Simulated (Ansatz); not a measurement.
Ansatz (a quantum-chemistry and plane-wave program) input (PBE0/STO-3G):

Ansatz 0.2 input:
```yaml
crystal:
  periodic: [false, false, false]
  atoms:
    - {symbol: C, position_ang: [-0.15458263, 1.56936794, 0.12679620]}
    - {symbol: C, position_ang: [-0.46010178, 0.11839111, 0.25121699]}
    - {symbol: C, position_ang: [-1.77580462, -0.25558895, -0.43448311]}
    - {symbol: O, position_ang: [0.54588482, -0.69368072, -0.34901345]}
    - {symbol: C, position_ang: [1.78028139, -0.67225970, 0.33715635]}
    - {symbol: H, position_ang: [-0.55078373, 2.28404498, 0.83480451]}
    - {symbol: H, position_ang: [0.33383512, 1.93500851, -0.76691364]}
    - {symbol: H, position_ang: [-0.53883351, -0.14464435, 1.31817736]}
    - {symbol: H, position_ang: [-1.71598341, -0.03155660, -1.50007087]}
    - {symbol: H, position_ang: [-1.96674374, -1.32258087, -0.31011871]}
    - {symbol: H, position_ang: [-2.60520026, 0.30674057, -0.00473890]}
    - {symbol: H, position_ang: [2.22075939, 0.33078383, 0.35743386]}
    - {symbol: H, position_ang: [2.45186170, -1.34634055, -0.19233870]}
    - {symbol: H, position_ang: [1.66525562, -1.02147212, 1.37175422]}
basis:
  gaussian:
    orbitals: STO-3G
hamiltonian:
  xc: {name: PBE0}
magnetization: {spin_polarized: true, initial_magnetization: 1}
```

Output:

```
Functional definition: PBE0
integrals: 0.01 GiB planned
483 factors; integrals over basis functions are off by at most 4.3e-5 eV
0.08 GiB of the device are held for the grids
0.08 GiB of device memory are held for the factors and their scratch space
mean field: 0.16 GiB planned
mean field evaluation 1: about -6252.4432 eV, gradient 1.1e1 eV
mean field evaluation 2: about -6252.6717 eV, gradient 1.1e1 eV
mean field evaluation 4: about -6253.2815 eV, gradient 4.0e-1 eV
mean field evaluation 8: about -6253.2565 eV, gradient 7.9e-3 eV
mean field -6253.25654529 eV, -229.8029394298 hartree, gradient 5.1e-5 eV, S^2 0.754827; 0 other end points of the search recorded, 0 dependent functions left out
reference -6253.25656549 eV, -229.8029401723 hartree; 21, 20 occupied and 13, 14 virtual orbitals, 483 factors
Total energy: -6253.25656549 eV, -229.8029401723 hartree
```

It need not be the lowest isomer of its formula.
